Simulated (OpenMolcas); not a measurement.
## Pd7+: effect of the basis set

- Program: OpenMolcas 26.06
- Method: MS-CASPT2, IPEA 0.25 Eh, imaginary shift 0.1 Eh (closed shells correlated: 4s 4p)
- Active space: 3 electrons in 10 orbitals (4d 5d)
- State averaging: 2S+1 = 4 even, 10 roots; 2S+1 = 2 even, 40 roots
- Spin-orbit coupling: RASSI with atomic mean-field integrals over the reference wave functions, term energies averaged over their components

A. ANO-R2 [7s5p4d2f1g], X2C, finite nucleus; CASPT2 step roughly 7 core-minutes
B. ANO-RCC-VTZP [7s6p4d2f1g], DKH2, point nucleus; CASPT2 step of the order of 5 core-minutes
C. ANO-RCC-VQZP [8s7p5d3f2g1h], DKH2, point nucleus; CASPT2 step of the order of 5 core-minutes

Energies in cm⁻¹ above 4d³ ⁴F_3/2.

| Level | A | B | C |
| --- | --- | --- | --- |
| 4d³ ⁴F_3/2 | 0.0 | 0.0 | 0.0 |
| 4d³ ⁴F_5/2 | 2460 | 2480 | 2320 |
| 4d³ ⁴F_7/2 | 5260 | 5320 | 4990 |
| 4d³ ⁴F_9/2 | 8120 | 8210 | 7740 |
| 4d³ ⁴P_3/2 [72 %] | 16250 | 16280 | 16280 |
| 4d³ ⁴P_1/2 | 16740 | 16770 | 16710 |
| 4d³ ²G_7/2 | 20160 | 20250 | 19860 |
| 4d³ ⁴P_5/2 | 20430 | 20510 | 20220 |
| 4d³ ²G_9/2 [59 %] | 21470 | 21550 | 21160 |
| 4d³ ²D_3/2(1) [52 %] | 24520 | 24610 | 24350 |
| 4d³ ²P_1/2 | 25830 | 25950 | 25590 |
| 4d³ ²H_11/2 | 28960 | 29040 | 28510 |
| 4d³ ²H_9/2 [64 %] | 29100 | 29210 | 28560 |
| 4d³ ²D_5/2(1) | 30140 | 30260 | 29840 |
| 4d³ ²P_3/2 [55 %] | 32360 | 32540 | 31910 |
| 4d³ ²F_7/2 | 41210 | 41340 | 41060 |
| 4d³ ²F_5/2 | 41800 | 41920 | 41660 |
| 4d³ ²D_5/2(2) | 64270 | 64490 | 64410 |
| 4d³ ²D_3/2(2) | 64860 | 65080 | 65030 |

Among A to C the level of the table that moves most is 4d³ ²H_9/2 [64 %], by 660 cm-1 (lowest in C, highest in B). Moves below CASPT2's spread within the term are not significant.

CASPT2 breaks the degeneracy within a term, and the mean is taken; among the terms shown or strongly mixed into the levels shown the widest spread is 1100 cm-1 (4d³ ⁴F, C). Active for correlation alone: 5d; no level in the range computed is led by a configuration that fills it, so any true level of that kind is missing. Levels of configurations outside the active space are missing.

A share in square brackets marks a mixed level and gives the weight of the term that names it, the lowest over the columns. A number in round brackets counts repeated terms of one configuration in the order of the reference energies.
